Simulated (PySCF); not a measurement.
Species: C4H5FSi2.
Numbering: `[CH:1]#[C:2][Si@:3]1([F:4])[CH:5]=[CH:6][SiH2:7]1` (hydrogens: H8 on C1; H9 on C5; H10 on C6; H11, H12 on Si7)

Method used: PBE0-D3(BJ)/def2-SVP geometry optimisation, gas phase (PySCF).

Task: What internal coordinates does the optimisation give?

Result: 
| bond | length (Å) | order |
| --- | --- | --- |
| C1≡C2 | 1.217 | triple |
| C2–Si3 | 1.826 | single |
| Si3–F4 | 1.629 | single |
| Si3–C5 | 1.868 | single |
| C5=C6 | 1.358 | double |
| C6–Si7 | 1.898 | single |
| Si3–Si7 | 2.330 | single |
| C1–H8 | 1.076 | single |
| C5–H9 | 1.097 | single |
| C6–H10 | 1.098 | single |
| Si7–H11 | 1.495 | single |
| Si7–H12 | 1.496 | single |

Orders are formal, as drawn. A selection of angles:
| angle | degrees |
| --- | --- |
| C2–C1–H8 | 179.5 |
| C1–C2–Si3 | 176.8 |
| C2–Si3–F4 | 106.7 |
| C2–Si3–C5 | 114.8 |
| C2–Si3–Si7 | 120.4 |
| F4–Si3–C5 | 115.5 |
| F4–Si3–Si7 | 120.4 |
| C5–Si3–Si7 | 76.7 |
| Si3–C5–C6 | 103.2 |
| Si3–C5–H9 | 133.1 |
| C6–C5–H9 | 123.7 |
| C5–C6–Si7 | 106.6 |
| C5–C6–H10 | 122.8 |
| Si7–C6–H10 | 130.6 |
| C6–Si7–H11 | 114.4 |
| C6–Si7–H12 | 115.8 |
| Si3–Si7–C6 | 73.3 |
| Si3–Si7–H11 | 119.2 |
| Si3–Si7–H12 | 121.5 |
| H11–Si7–H12 | 108.7 |

Torsions: C2–Si3–C5–C6 -115° (anticlinal); Si3–C5–C6–Si7 -4° (synperiplanar); C5–C6–Si7–Si3 3° (synperiplanar); C2–Si3–Si7–C6 109° (anticlinal).

The 2 C–C bonds span 1.217 Å (C1≡C2, drawn triple) to 1.358 Å (C5=C6, drawn double), a spread of 0.141 Å. Si7 (SiH2 silicon) has angles from 73.3° to 121.5°. Si3 (fluorine-bound silicon) has angles from 76.7° to 120.4°. The 3 C–Si bonds span 1.826 Å (C2–Si3, drawn single) to 1.898 Å (C6–Si7, drawn single), a spread of 0.072 Å. The 4-membered ring Si3–C5–C6–Si7 has internal angles of 73.3° to 106.6° (sum 360°, against 360° for a flat polygon); it is almost planar, 0.02 Å rms from its mean plane, widest ring torsion 4°.

Point group: C1 (no symmetry element, even within 0.4 Å). Whether it is a minimum is left open (no frequencies).

The run took 2.7 min on one thread, Arm Neoverse V1 (aarch64) (shared host), and the process peaked at 0.52 GiB of memory. That covers the optimisation of the geometry.
